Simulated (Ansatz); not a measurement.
Basis sets compared for Al₃Sb₃H₁₂. Charge 0, multiplicity 1. Geometry PBE-D4/def2-SVP. Ansatz on 4 threads of Arm Neoverse V1 on a shared host; times are rough, and most runs start from earlier orbitals.

```xyz
18

Al    1.0260   -0.1442    2.2132
Al    0.5670   -1.5480   -0.0039
Al   -2.3074   -0.9086   -1.6491
Sb    1.6908    2.3933    1.6821
Sb    1.6966   -0.0151   -1.9286
Sb   -0.5433    1.7355   -2.1538
H    -0.2997   -0.5264    1.1265
H     0.6810   -0.8209    3.6179
H     0.6298   -3.1326    0.1706
H     1.9432   -1.1632    1.2196
H    -3.7604   -0.8442   -0.9878
H    -2.0163   -0.9707   -3.2191
H     0.2075    2.8915    2.4385
H     2.5158    2.4738    3.2110
H    -1.1612   -1.6793   -0.7537
H     1.0134   -0.9766   -3.2031
H    -1.7497    0.7753   -1.1575
H    -0.1333    2.4604   -0.6227
```

In the def2 sets Sb takes a core potential; there is no spin–orbit coupling.

Binding counts from free atoms (Al doublet, Sb quartet, H doublet) in the same basis, without a counterpoise term.

```csv
level,functions,energy (Eh),HOMO (eV),LUMO (eV),binding per atom (eV),wall time
PBE-D4/def2-SVP,192,-1454.5814,-5.85,-3.01,2.37,3.5 s
PBE-D4/def2-TZVP,333,-1454.8712,-5.88,-3.04,2.37,7.5 s
PBE0-D4/def2-SVP,192,-1454.7021,-6.81,-2.31,2.34,6.5 s
PBE0-D4/def2-TZVP (with forces),333,-1454.9842,-6.81,-2.32,2.35,24 s
r2SCAN0-D4/def2-TZVP,333,-1455.3965,-6.97,-2.26,2.36,23 s
```

Estimate the rows for PBE-D4/def2-TZVPD, PBE0-D4/def2-TZVPD, r2SCAN0-D4/def2-TZVPD.


| level | functions | energy (Eh) | HOMO (eV) | LUMO (eV) | binding per atom (eV) | wall time |
| --- | --- | --- | --- | --- | --- | --- |
| PBE-D4/def2-TZVPD | 405 | -1454.8725 | -5.89 | -3.05 | 2.38 | 12 s |
| PBE0-D4/def2-TZVPD | 405 | -1454.9854 | -6.81 | -2.32 | 2.35 | 25 s |
| r2SCAN0-D4/def2-TZVPD | 405 | -1455.3978 | -6.96 | -2.26 | 2.36 | 39 s |
